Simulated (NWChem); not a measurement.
Species: CH$_{3}$ClF$_{2}$Sn; SMILES [CH3][Sn]([F])([F])[Cl]

Not confirmed as a minimum by frequencies. def2 effective core potentials on Sn; no spin-orbit coupling.

Question: Give the equilibrium geometry at PBE0/def2-SVP with def2 effective core potentials on Sn (NWChem) as a Z-matrix, with the point group.

Answer: point group Cs; any orientation.
```
Sn
F 1 1.9255
F 1 1.9255 2 103.33
C 1 2.1193 2 111.76 3 120.32
H 4 1.0972 1 108.97 2 122.35
H 4 1.0978 5 110.64 1 118.56
H 4 1.0978 5 110.64 6 122.87
Cl 1 2.3238 2 106.25 3 -111.62
```
